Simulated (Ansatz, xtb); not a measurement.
**C3H11AlOS: which of two structures lies lower**

Structure X: `C[CH2][Al@H-]([OH])[SH+]C`, a singlet. Structure Y: a singlet given by its coordinates. Both are isolated molecules in the gas phase, relaxed with PBE0-D4/def2-SVP; the shapes shown needn't be the lowest conformers.

X (Å):

```
atom    x (Å)    y (Å)    z (Å)
   C   0.2288  -1.3550   1.7775
   C   0.9426  -0.5080   0.7260
   C  -0.9002   2.5404   1.5852
  Al  -0.1546   0.3219  -0.6883
   O   0.4366   1.8621  -1.2424
   S  -1.9967   1.3968   0.7016
   H   0.9239  -1.8673   2.4646
   H  -0.4005  -2.1377   1.3209
   H  -0.4384  -0.7479   2.4157
   H   1.6762  -1.1402   0.1892
   H   1.5550   0.2751   1.2098
   H  -1.0321  -0.5607  -1.6958
   H   0.2394   2.1873  -2.1226
   H  -2.1969   0.4921   1.6863
   H  -0.1644   1.9863   2.1815
   H  -1.4860   3.2231   2.2128
   H  -0.3703   3.0845   0.7912
```

Y (Å):

```yaml
atoms:
  - { symbol: C, position_ang: [-1.6195, 0.4208, 0.1236] }
  - { symbol: C, position_ang: [-1.8189, 1.5308, -0.8841] }
  - { symbol: C, position_ang: [2.2789, 0.4678, -0.3565] }
  - { symbol: Al, position_ang: [1.3482, 0.9254, -2.0222] }
  - { symbol: O, position_ang: [0.1370, -0.2009, -2.5752] }
  - { symbol: S, position_ang: [-0.3653, 2.6108, -1.1368] }
  - { symbol: H, position_ang: [-0.8475, -0.2803, -0.2217] }
  - { symbol: H, position_ang: [-2.5600, -0.1410, 0.2356] }
  - { symbol: H, position_ang: [-1.3437, 0.8097, 1.1165] }
  - { symbol: H, position_ang: [-1.9854, 1.1107, -1.8867] }
  - { symbol: H, position_ang: [-2.6612, 2.1897, -0.6271] }
  - { symbol: H, position_ang: [0.0179, 2.7277, 0.1553] }
  - { symbol: H, position_ang: [2.0510, 1.8202, -3.1484] }
  - { symbol: H, position_ang: [3.1139, -0.2267, -0.5543] }
  - { symbol: H, position_ang: [1.6181, -0.0268, 0.3750] }
  - { symbol: H, position_ang: [2.7192, 1.3534, 0.1338] }
  - { symbol: H, position_ang: [0.0111, -0.3590, -3.5123] }
```

Close contacts (Å): C1–C2 1.51, C2–S6 1.83, C3–Al4 1.96, Al4–O5 1.74, Al4–S6 2.56, C1–H7 1.10, C1–H8 1.10, C1–H9 1.10, C2–H10 1.10, C2–H11 1.10, C3–H14 1.10, C3–H15 1.10, C3–H16 1.10, Al4–H13 1.60, O5–H17 0.96, S6–H12 1.35.

Quicker runs give these differences E(Y) − E(X): GFN2-xTB −0.213 eV; HF/STO-3G −0.216 eV (at GFN2-xTB geometries); r2SCAN-D4/def2-SVP −0.250 eV (at GFN2-xTB geometries).

Estimate E(Y) − E(X) at the level CCSD(T)/def2-SVP + ΔMP2/def2-TZVPP.

Calculated at CCSD(T)/def2-SVP + ΔMP2/def2-TZVPP: E(Y) − E(X) = −0.225 eV, so structure Y lies lower.

How the difference moves with the method:

```tsv
level	geometry	E(Y) − E(X) (eV)	departure from the last row (eV)	job, with rough time for the two
GFN2-xTB	GFN2-xTB	−0.213	+0.012	optimisation, 0.56 s
HF/STO-3G	GFN2-xTB	−0.216	+0.009	single point, 0.48 s
r2SCAN-D4/def2-SVP	GFN2-xTB	−0.250	−0.025	single point, 6.9 s
PBE0-D4/def2-SVP	PBE0-D4/def2-SVP	−0.220	+0.005	optimisation, 2.3 min
HF/def2-SVP	PBE0-D4/def2-SVP	−0.226	−0.001	part of the CCSD(T) run
MP2/def2-SVP	PBE0-D4/def2-SVP	−0.243	−0.018	part of the CCSD(T) run
CCSD(T)/def2-SVP	PBE0-D4/def2-SVP	−0.231	−0.006	single point
CCSD(T)/def2-SVP + ΔMP2/def2-TZVPP	PBE0-D4/def2-SVP	−0.225		single point, 2 min
```

The levels shown agree on the order. The largest departure from CCSD(T)/def2-SVP + ΔMP2/def2-TZVPP is that of r2SCAN-D4/def2-SVP, 0.025 eV. The last row adds to CCSD(T) the change of the MP2 difference between the two basis sets, here +0.006 eV.

With thermal terms from frequencies at re-optimised GFN2-xTB minima (ideal gas, soft modes damped towards free rotors, one conformer each, 298.15 K, 1 atm): on the last row, ΔE + ΔZPE = −0.238, ΔH = −0.239, ΔG = −0.230 eV.

The correlated steps freeze 14 core orbitals. Mirror images aren't counted in ΔG. Run with Ansatz 0.2.0, xtb 6.7.1; the last row on 2 threads of Arm Neoverse V2 on a shared host.
